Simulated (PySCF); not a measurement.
Compound: C5H6O2Si.
Bonds: O1–C2 (double), C2–O3, O3–C4, C4–C5 (double), C5–Si6, Si6–C7, C7–C8 (double), C4–C8. Hydrogens: H9 on C2; H10 on C5; H11, H12 on Si6; H13 on C7; H14 on C8.

The same species was optimised twice, with GFN2-xTB and with PBE0-D3(BJ)/def2-SVP (PySCF), and the same property calculations (PySCF, gas phase) were run on both structures.

```json
{"coordinate": "C2–O3 (Å)", "GFN2-xTB": "1.322", "PBE0-D3(BJ)/def2-SVP": "1.345", "change": "+0.023"}
{"coordinate": "C4–C8 (Å)", "GFN2-xTB": "1.464", "PBE0-D3(BJ)/def2-SVP": "1.482", "change": "+0.018"}
{"coordinate": "C5–Si6 (Å)", "GFN2-xTB": "1.884", "PBE0-D3(BJ)/def2-SVP": "1.868", "change": "-0.016"}
{"coordinate": "O3–C4 (Å)", "GFN2-xTB": "1.390", "PBE0-D3(BJ)/def2-SVP": "1.375", "change": "-0.015"}
{"coordinate": "Si6–C7 (Å)", "GFN2-xTB": "1.889", "PBE0-D3(BJ)/def2-SVP": "1.878", "change": "-0.011"}
{"coordinate": "C4=C5 (Å)", "GFN2-xTB": "1.339", "PBE0-D3(BJ)/def2-SVP": "1.350", "change": "+0.011"}
{"coordinate": "C7=C8 (Å)", "GFN2-xTB": "1.335", "PBE0-D3(BJ)/def2-SVP": "1.346", "change": "+0.011"}
{"coordinate": "O1=C2 (Å)", "GFN2-xTB": "1.195", "PBE0-D3(BJ)/def2-SVP": "1.192", "change": "-0.003"}
{"coordinate": "C5–Si6–C7 (°)", "GFN2-xTB": "89.3", "PBE0-D3(BJ)/def2-SVP": "93.2", "change": "+3.9"}
{"coordinate": "C4–C5–Si6 (°)", "GFN2-xTB": "108.5", "PBE0-D3(BJ)/def2-SVP": "105.6", "change": "-2.9"}
{"coordinate": "Si6–C7–C8 (°)", "GFN2-xTB": "109.3", "PBE0-D3(BJ)/def2-SVP": "106.6", "change": "-2.7"}
{"coordinate": "O1–C2–O3 (°)", "GFN2-xTB": "128.9", "PBE0-D3(BJ)/def2-SVP": "127.2", "change": "-1.7"}
{"coordinate": "O3–C4–C8 (°)", "GFN2-xTB": "113.7", "PBE0-D3(BJ)/def2-SVP": "112.1", "change": "-1.6"}
{"coordinate": "C5–C4–C8 (°)", "GFN2-xTB": "117.1", "PBE0-D3(BJ)/def2-SVP": "118.4", "change": "+1.3"}
{"coordinate": "C4–C8–C7 (°)", "GFN2-xTB": "115.7", "PBE0-D3(BJ)/def2-SVP": "116.3", "change": "+0.6"}
{"coordinate": "O3–C4–C5 (°)", "GFN2-xTB": "129.1", "PBE0-D3(BJ)/def2-SVP": "129.5", "change": "+0.4"}
{"coordinate": "O1–C2–O3–C4 (°)", "GFN2-xTB": "0", "PBE0-D3(BJ)/def2-SVP": "0", "change": "0"}
{"coordinate": "C2–O3–C4–C5 (°)", "GFN2-xTB": "0", "PBE0-D3(BJ)/def2-SVP": "0", "change": "0"}
```

Rotational constants: A = 4180, B = 1120, C = 892.5 MHz (GFN2-xTB) against A = 4202, B = 1124, C = 896.2 MHz (PBE0-D3(BJ)/def2-SVP). Point groups within 0.08 Å: Cs and Cs.

On the GFN2-xTB structure: lowest singlet, TDDFT (eV) 4.34 [PBE0/def2-SVPD]; lowest triplet, Tamm–Dancoff (eV) 2.69 [PBE0/def2-SVPD]; isotropic polarisability (au) 88.4 [PBE0/def2-SVPD]; HOMO (eV) -6.94 [PBE0/def2-SVPD]; LUMO (eV) -1.75 [PBE0/def2-SVPD]; dipole (D) 2.03 [PBE0/def2-SVPD]; HOMO (eV) -6.91 [PBE0/pcSseg-1]; LUMO (eV) -1.72 [PBE0/pcSseg-1]; dipole (D) 1.93 [PBE0/pcSseg-1]; GIAO shielding of O1 (ppm) -128.9 [PBE0/pcSseg-1]; GIAO shielding of C2 (ppm) 23.6 [PBE0/pcSseg-1]; GIAO shielding of O3 (ppm) 75.7 [PBE0/pcSseg-1]; GIAO shielding of C4 (ppm) 19.2 [PBE0/pcSseg-1]; GIAO shielding of C5 (ppm) 75.7 [PBE0/pcSseg-1]; GIAO shielding of Si6 (ppm) 391.0 [PBE0/pcSseg-1]; GIAO shielding of C7 (ppm) 50.7 [PBE0/pcSseg-1]; GIAO shielding of C8 (ppm) 32.0 [PBE0/pcSseg-1].

**Question.** What do these properties become on the PBE0-D3(BJ)/def2-SVP structure?

**Answer.** 
| property | level | on GFN2-xTB | on PBE0-D3(BJ)/def2-SVP | change |
| --- | --- | --- | --- | --- |
| lowest singlet, TDDFT (eV) | PBE0/def2-SVPD | 4.34 | 4.36 | +0.02 |
| lowest triplet, Tamm–Dancoff (eV) | PBE0/def2-SVPD | 2.69 | 2.72 | +0.03 |
| isotropic polarisability (au) | PBE0/def2-SVPD | 88.4 | 89.9 | +1.5 |
| HOMO (eV) | PBE0/def2-SVPD | -6.94 | -6.99 | -0.05 |
| LUMO (eV) | PBE0/def2-SVPD | -1.75 | -1.80 | -0.05 |
| dipole (D) | PBE0/def2-SVPD | 2.03 | 1.99 | -0.04 |
| energy, GFN2-xTB geometry as zero (kcal/mol) | PBE0/def2-SVPD | 0.0 | -2.4 | -2.4 |
| HOMO (eV) | PBE0/pcSseg-1 | -6.91 | -6.96 | -0.05 |
| LUMO (eV) | PBE0/pcSseg-1 | -1.72 | -1.77 | -0.05 |
| dipole (D) | PBE0/pcSseg-1 | 1.93 | 1.89 | -0.04 |
| energy, GFN2-xTB geometry as zero (kcal/mol) | PBE0/pcSseg-1 | 0.0 | -1.9 | -1.9 |
| GIAO shielding of O1 (ppm) | PBE0/pcSseg-1 | -128.9 | -136.0 | -7.1 |
| GIAO shielding of C2 (ppm) | PBE0/pcSseg-1 | 23.6 | 23.0 | -0.6 |
| GIAO shielding of O3 (ppm) | PBE0/pcSseg-1 | 75.7 | 65.6 | -10.1 |
| GIAO shielding of C4 (ppm) | PBE0/pcSseg-1 | 19.2 | 18.1 | -1.1 |
| GIAO shielding of C5 (ppm) | PBE0/pcSseg-1 | 75.7 | 78.2 | +2.5 |
| GIAO shielding of Si6 (ppm) | PBE0/pcSseg-1 | 391.0 | 388.1 | -2.9 |
| GIAO shielding of C7 (ppm) | PBE0/pcSseg-1 | 50.7 | 48.4 | -2.3 |
| GIAO shielding of C8 (ppm) | PBE0/pcSseg-1 | 32.0 | 27.3 | -4.7 |

The heavy atoms differ by 0.028 Å rms after alignment. Among bonds between heavy atoms C2–O3 changes most (+0.023 Å). Changes are differences of the printed values. Neither structure is proved a minimum here.

Conformer computed: `[O:1]=[CH:2][O:3][C:4]1=[CH:5][SiH2:6][CH:7]=[CH:8]1`: O1–C2–O3–C4 0°, C2–O3–C4–C5 0°.
